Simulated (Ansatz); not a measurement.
Stepwise reaction of `[F][Nb]([F])([F])=[S]` with hydrogen chloride, as a gas-phase model of exchange steps in deposition or etching. ΔE in kJ/mol; ΔG adds harmonic PBE0-D4 terms to CCSD(T)/CBS, at 1 bar.

Calculated with Ansatz (gas phase, PBE0-D4/def2-TZVP geometries, no zero-point term in ΔE). CBS: MP2 limit from def2 TZ/QZ plus the TZ coupled-cluster correction, frozen cores. This one scheme is used for every species. Functionals use def2-TZVPP. B3LYP here is the variant with VWN-RPA as its local correlation; programs differ in this. def2 core potentials past Kr. For Nb outer-core shells are correlated without core-valence functions, which leaves a few kJ/mol of doubt a bond.

| step | reaction | PBE-D4 | B3LYP-D4 | ωB97M-V | CCSD(T)/CBS | ΔG(500 K) |
| --- | --- | --- | --- | --- | --- | --- |
| 1 | `[F][Nb]([F])([F])=[S]` + HCl → `[F][Nb]([F])(=[S])[Cl]` + H–F | 10.0 | 10.2 | 12.9 | -1.3 | 0.3 |
| 2 | `[F][Nb]([F])(=[S])[Cl]` + HCl → `[F][Nb](=[S])([Cl])[Cl]` + H–F | 8.8 | 8.7 | 12.0 | -3.0 | 3.2 |
| 3 | `[F][Nb](=[S])([Cl])[Cl]` + HCl → `[S]=[Nb]([Cl])([Cl])[Cl]` + H–F | 7.4 | 7.2 | 10.8 | -4.8 | 5.9 |

(1) By hand: ΔE of the 3 steps together at CCSD(T)/CBS.

## Answers

(1) (-1.3) + (-3.0) + (-4.8) = -9.1 kJ/mol, or -3.0 kJ/mol a step.

In ΔE the steps differ by no more than 3.5 kJ/mol. ΔG lies between 0.3 and 5.9 kJ/mol a step. PBE-D4 differs from CCSD(T)/CBS by 11.3 to 12.2 kJ/mol a step. Isolated molecules leave out the surface, adducts and barriers. Largest T1 diagnostic: 0.023.
